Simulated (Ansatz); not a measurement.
Ansatz (a first-principles code) input (PBE0/def2-TZVP):

Ansatz 0.2 input:
```yaml
crystal:
  periodic: [false, false, false]
  atoms:
    - {symbol: In, position_ang: [0.00000000, 0.00000000, 0.00000000]}
    - {symbol: Cl, position_ang: [0.00000000, 0.00000000, 2.22420773]}
    - {symbol: Cl, position_ang: [-0.00000000, -0.00000000, -2.22420773]}
basis:
  gaussian:
    orbitals: def2-TZVP
hamiltonian:
  xc: {name: PBE0}
total_charge: 1
relax: {f_tol: 0.003, max_steps: 100}
```

End of the output:

```
integrals: 0.05 GiB planned
1017 factors; their error is unknown
mean field: 0.46 GiB planned
mean field evaluation 1: about -30201.1087 eV, gradient 4.3e1 eV
mean field evaluation 2: about -30194.3006 eV, gradient 6.9e1 eV
mean field evaluation 4: about -30205.8728 eV, gradient 2.1e0 eV
mean field evaluation 8: about -30205.8842 eV, gradient 4.8e-2 eV
mean field evaluation 16: about -30206.0028 eV, gradient 3.4e-5 eV
mean field -30206.00283484 eV, -1110.0501298164 hartree, gradient 6.4e-6 eV, S^2 0.000000; 0 other end points of the search recorded, 0 dependent functions left out
the calculation of the forces begins
reference -30206.00286025 eV, -1110.0501307502 hartree; 27, 27 occupied and 97, 97 virtual orbitals, 1017 factors
relax step   1: F+E_penalty+E_count = -30206.00283484 eV  Δ(F+E_penalty+E_count) = +0.000e0 eV  max|allowed force component| = 3.847e-1 eV/Å  Δτ_max = 0.0000 Å  (28 SCF iters, accepted)
these checks for a lower state are left out or cut short: starts, cluster_reference, orbital_swaps, neighbouring_geometries, increment
integrals: 0.05 GiB planned
1017 factors; their error is unknown
mean field: 0.47 GiB planned
mean field -30206.01087194 eV, -1110.0504251743 hartree, gradient 1.0e-5 eV, S^2 0.000000; 0 other end points of the search recorded, 0 dependent functions left out
the calculation of the forces begins
reference -30206.01089721 eV, -1110.0504261028 hartree; 27, 27 occupied and 97, 97 virtual orbitals, 1017 factors
relax step   2: F+E_penalty+E_count = -30206.01087194 eV  Δ(F+E_penalty+E_count) = -8.037e-3 eV  max|allowed force component| = 4.420e-2 eV/Å  Δτ_max = 0.0231 Å  (29 SCF iters, accepted)
these checks for a lower state are left out or cut short: starts, cluster_reference, orbital_swaps, neighbouring_geometries, increment
integrals: 0.05 GiB planned
1017 factors; their error is unknown
mean field: 0.46 GiB planned
mean field evaluation 32: about -30206.0110 eV, gradient 1.1e-5 eV
mean field -30206.01097191 eV, -1110.0504288481 hartree, gradient 1.1e-5 eV, S^2 0.000000; 0 other end points of the search recorded, 0 dependent functions left out
the calculation of the forces begins
reference -30206.01099719 eV, -1110.0504297771 hartree; 27, 27 occupied and 97, 97 virtual orbitals, 1017 factors
relax step   3: F+E_penalty+E_count = -30206.01097191 eV  Δ(F+E_penalty+E_count) = -9.997e-5 eV  max|allowed force component| = 9.631e-4 eV/Å  Δτ_max = 0.0023 Å  (31 SCF iters, accepted)
integrals: 0.05 GiB planned
1017 factors; their error is unknown
mean field: 0.46 GiB planned
mean field -30206.01097191 eV, -1110.0504288481 hartree, gradient 1.1e-5 eV, S^2 0.000000; 1 other end points of the search recorded, 0 dependent functions left out
the calculation of the forces begins
reference -30206.01099719 eV, -1110.0504297771 hartree; 27, 27 occupied and 97, 97 virtual orbitals, 1017 factors
Total energy: -30206.01099719 eV, -1110.0504297771 hartree
Atom 0 at    -0.000000    -0.000000     0.000000 Å, force     0.000000     0.000000    -0.000000 eV/Å
Atom 1 at     0.000000     0.000000     2.203443 Å, force    -0.000000    -0.000000    -0.000963 eV/Å
Atom 2 at     0.000000     0.000000    -2.203443 Å, force    -0.000000    -0.000000     0.000963 eV/Å
Dipole moment:    -0.000000     0.000000    -0.000000 e Å
```

It need not be the lowest isomer of its formula.
